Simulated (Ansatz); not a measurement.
Breaking the C3–H4 bond in CH4Sn (SMILES [CH3][SnH]) (multiplicity 1 held, fragments rigid). Energies count from the point at 1.093 Å.
Geometry at that point (charge 0, multiplicity 1):
```xyz
6

Sn     0.010     0.251     0.245
H     -0.346     1.413    -1.065
C     -0.013    -1.456    -1.158
H      0.737    -1.294    -1.936
H     -0.987    -1.503    -1.653
H      0.184    -2.403    -0.657
```

R- and RO- levels are restricted; in cc, def2 and unpolarised 6-31G sets they are followed outwards from rest. Unrestricted levels (U-) break spin symmetry where that is lower. Active spaces are followed from a long bond inwards. Curves can end on different states.

Cores are frozen in the correlated methods. Filled d and f shells under p-block atoms count as core.

Run with Ansatz (Gaussian orbitals). Values without a source in brackets are computed. In def2 rows elements past Kr take small-core potentials, without spin–orbit coupling.

Task: Estimate the energy at R = 3.498 Å that FIC-NEVPT4(SD) on CASSCF(2,2)/def2-TZVPP returns for this input.

Result: 457 kJ/mol

Task: What energy at R = 3.498 Å does U-SCS-MP2/def2-TZVPP give?

Result: 466 kJ/mol

Task: What energy at R = 3.498 Å does R-MP2/def2-TZVPP give?

Result: 620 kJ/mol

Doubts at one or more of the structures used: a restricted determinant that unrestricted orbitals would lower (R-MP2/def2-TZVPP); a spin-contaminated determinant (U-SCS-MP2/def2-TZVPP).

Ansatz is a first-principles code.
